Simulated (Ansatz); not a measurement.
The first iterations of a band of CH$_{6}$BClOSi (11 atoms, charge 0, multiplicity 1).

Level of theory: RKS PBE0-D4/6-31G in Ansatz.

- movable images: 5
- climbing image: yes
- spring: 0.5 eV/Å²
- optimiser: quadratic models (default)
- start path: IDPP
- force threshold: 0.03 eV/Å
- iteration limit: 45
- end points: relaxed

Image 0:

```xyz
11
Properties=species:S:1:pos:R:3
B -0.644 1.547 0.060
C -0.389 0.023 0.336
O -1.300 -0.649 1.047
Si 1.238 -0.877 -0.213
Cl -1.221 0.624 -1.733
H -1.611 2.035 0.559
H 0.316 2.212 -0.194
H -1.204 -1.623 1.054
H 2.101 -0.925 1.018
H 1.905 -0.137 -1.319
H 0.874 -2.287 -0.594
```

Image 6:

```xyz
11
Properties=species:S:1:pos:R:3
B -0.589 1.291 0.896
C -0.503 -0.053 0.088
O -1.647 -0.649 -0.264
Si 1.183 -0.922 -0.307
Cl -0.201 1.923 -1.066
H -1.675 1.672 1.206
H 0.371 1.585 1.546
H -1.566 -1.382 -0.908
H 2.310 0.047 -0.217
H 1.066 -1.552 -1.668
H 1.315 -2.018 0.715
```

| iteration | highest image above the first end (eV) | largest band force component (eV/Å) |
| --- | --- | --- |
| 1 | 0.203 | 1.380 |
| 2 | 0.085 | 0.229 |

**Question.** Does the band converge within its limit, and where does its top end?

**Answer.** The forces met the threshold. It ended after 6 iterations with the highest image 0.076 eV above the first end. Another band between the same ends (5 images) ends at a top of the same energy, where a vibrational analysis finds 1 clearly imaginary mode. Limits of this set-up: no polarisation functions.

Time of the run: 2.2 min on 1 thread of Arm Neoverse V2, with other jobs on the host, peak memory 0.15 GiB.
